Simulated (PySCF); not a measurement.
**SMILES CC(CCCC)C, C7H16**

Cartesian coordinates in Å; atom numbers follow the order of the lines, from 1:
```xyz
23

C     3.4317   -0.1363   -0.4520
C     2.2161    0.2514    0.3810
C     0.9081   -0.0229   -0.3585
C    -0.3083    0.3622    0.4811
C    -1.6431    0.2342   -0.2614
C    -1.9446   -1.2124   -0.6464
C    -2.7724    0.7830    0.6094
H     3.4538    0.4295   -1.3809
H     3.4038   -1.1954   -0.6989
H     4.3507    0.0642    0.0940
H     2.2240   -0.3112    1.3177
H     2.2734    1.3131    0.6330
H     0.8648   -1.0834   -0.6126
H     0.8964    0.5444   -1.2927
H    -0.1910    1.3999    0.8050
H    -0.3390   -0.2592    1.3796
H    -1.5883    0.8336   -1.1778
H    -2.9294   -1.2825   -1.1036
H    -1.9309   -1.8492    0.2359
H    -1.2159   -1.5900   -1.3584
H    -3.7239    0.7216    0.0863
H    -2.5904    1.8235    0.8690
H    -2.8503    0.2086    1.5302
```

Computed with GIAO B3LYP/pcSseg-1 magnetisability, rotational g tensor and spin-rotation constants, non-relativistic, gas phase (PySCF 2.14.0). Geometry: GFN2-xTB.

(1) Give the nuclear spin-rotation constants along the inertial axes (H = +C I·J) beside the isotropic shieldings.

(2) How do the rotational constants and the g tensor change when H8, H9, H10, H11, H12, H13, H14, H15, H16, H17, H18, H19, H20, H21, H22, H23 are replaced by deuterium?

## Answers

(1) Rotational constants 6.1603, 1.0138, 0.9221 GHz. A star marks the isotopologue with that one atom substituted, in its own axes.
```
atom  isotope  Caa (kHz)  Cbb (kHz)  Ccc (kHz)  mean (kHz)  σ (ppm)
  H8       1H     -0.679     -0.116      0.023      -0.257     30.8
  H9       1H     -0.682      0.004     -0.086      -0.255     30.9
 H10       1H     -0.119     -0.079     -0.089      -0.096     30.5
 H11       1H     -0.679     -0.114      0.029      -0.255     30.5
 H12       1H     -0.674      0.009     -0.084      -0.250     30.5
 H13       1H     -0.670      0.015     -0.087      -0.248     30.4
 H14       1H     -0.672     -0.120      0.028      -0.255     30.8
 H15       1H     -0.670      0.022     -0.095      -0.247     30.4
 H16       1H     -0.687     -0.126      0.034      -0.260     30.9
 H17       1H     -0.656     -0.116      0.029      -0.248     30.4
 H18       1H      0.003     -0.097     -0.096      -0.063     30.8
 H19       1H     -0.746     -0.116      0.023      -0.280     31.4
 H20       1H     -0.250     -0.051     -0.092      -0.131     30.4
 H21       1H     -0.056     -0.093     -0.088      -0.079     30.7
 H22       1H     -0.658      0.005     -0.087      -0.247     30.7
 H23       1H     -0.703     -0.118      0.025      -0.266     31.1
  C1     13C*      0.849      0.153      0.145       0.382    163.7
  C2     13C*      0.997      0.171      0.162       0.444    151.0
  C3     13C*      1.024      0.196      0.169       0.463    143.9
  C4     13C*      1.049      0.206      0.192       0.482    135.3
  C5     13C*      1.067      0.195      0.152       0.471    146.3
  C6     13C*      1.069      0.144      0.145       0.453    158.0
```
For the geometry as given, no vibrational averaging.

(2) Constants 4.2904, 0.8272, 0.7523 GHz; g 0.0056, 0.0001, -0.0010, against 0.0080, 0.0001, -0.0012 before.
